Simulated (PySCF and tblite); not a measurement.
The numbers below are computed, except where a source is named.
Stationary points of C3H4O2Si at GFN2-xTB, in Å:

Structure A

```
 1 C     3.004    0.208    0.160
 2 C     1.861    0.136   -0.199
 3 C     0.496    0.049   -0.657
 4 O     0.176    0.055   -1.817
 5 O    -0.369   -0.037    0.341
 6 Si   -2.009   -0.149    0.072
 7 H     4.004    0.271    0.476
 8 H    -2.424   -0.210    1.465
 9 H    -2.278   -1.363   -0.688
10 H    -2.452    1.047   -0.634
```

Structure B

```
 1 C     2.230   -0.308    0.468
 2 C     1.436    0.098   -0.335
 3 C     0.502    0.598   -1.319
 4 O     0.848    1.122   -2.341
 5 O    -0.782    0.433   -1.009
 6 Si   -1.609   -0.213    0.253
 7 H     2.928   -0.663    1.170
 8 H    -1.264    0.517    1.471
 9 H    -1.243   -1.621    0.392
10 H    -2.969    0.006   -0.208
```

Structure C

```
 1 C     2.504    0.166    0.701
 2 C     1.620    0.193   -0.110
 3 C     0.556    0.225   -1.089
 4 O     0.723    0.033   -2.259
 5 O    -0.628    0.532   -0.559
 6 Si   -1.797   -0.200    0.314
 7 H     3.284    0.141    1.405
 8 H    -1.204   -0.749    1.535
 9 H    -2.382   -1.272   -0.486
10 H    -2.677    0.932    0.548
```

Geometries: GFN2-xTB; energies: PBE0/pcSseg-1 + D3(BJ); zero-point and thermal terms from GFN2-xTB harmonic modes (soft modes blended into free rotors).

Question: Which structure is a saddle point, and along which motion?

Answer: C: one imaginary mode (64i cm⁻¹ at GFN2-xTB, mostly on O5, Si6, O4), along the rotation about the C3–O5 bond (torsion C2–C3–O5–Si6 from -180° to 0°, rising).

Question: Give their symmetry and energies above the lowest.

Answer: A Cs, 0.0 kcal/mol; B Cs, 4.3 kcal/mol; C C1, 7.0 kcal/mol.
